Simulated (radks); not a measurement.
Ta LXI, 13 electrons, occupied as [Ne] 3s2 3p1.

Calculated with a radial shooting solver on a logarithmic mesh with Libxc functionals: Dirac Kohn-Sham, LB94 model potential, spin-unpolarised, spherical densities, finite nucleus; open shells fill j = l - 1/2 first; Fermi nuclear charge, rms radius 5.3507 fm.

Energy parts (hartree):
| part | energy |
|---|---|
| kinetic | 13304.9248 |
| electron-nucleus | -25663.8649 |
| Hartree | 1019.3065 |
(The LB94 potential has no energy functional, so no total or exchange-correlation energy is given.)

Orbitals (lengths in bohr, moments of r in powers of bohr; <r^-3> diverges for s and p1/2; r(max) is where P^2 peaks):
1s1/2: occ. 2; eigenvalue (hartree) -2662.760; r(max) 0.01167; <1/r> 85.51; small-component weight 7.57e-02
2s1/2: occ. 2; eigenvalue (hartree) -600.6065; r(max) 0.06659; <1/r> 21.04; small-component weight 1.75e-02
2p1/2: occ. 2; eigenvalue (hartree) -584.3827; r(max) 0.04946; <1/r> 20.99; small-component weight 1.75e-02
2p3/2: occ. 4; eigenvalue (hartree) -536.0487; <r^-3> 16120; r(max) 0.05611; <1/r> 17.75; small-component weight 1.60e-02
3s1/2: occ. 2; eigenvalue (hartree) -245.0566; r(max) 0.1782; <1/r> 8.514; small-component weight 6.92e-03
3p1/2: occ. 1; eigenvalue (hartree) -239.3660; r(max) 0.1653; <1/r> 8.465; small-component weight 6.88e-03
3p3/2: occ. 0; eigenvalue (hartree) -226.3670; <r^-3> 4570; r(max) 0.1770; <1/r> 7.572; small-component weight 6.46e-03

The highest occupied level is 3p1/2 at -6513.5 eV. The density falls to 0.001 e/bohr^3 at r = 0.54 bohr. Summed over all electrons, <r^2> = 0.1652 bohr^2, which gives a Langevin (diamagnetic) susceptibility term of -0.131 x 10^-6 cm^3/mol.
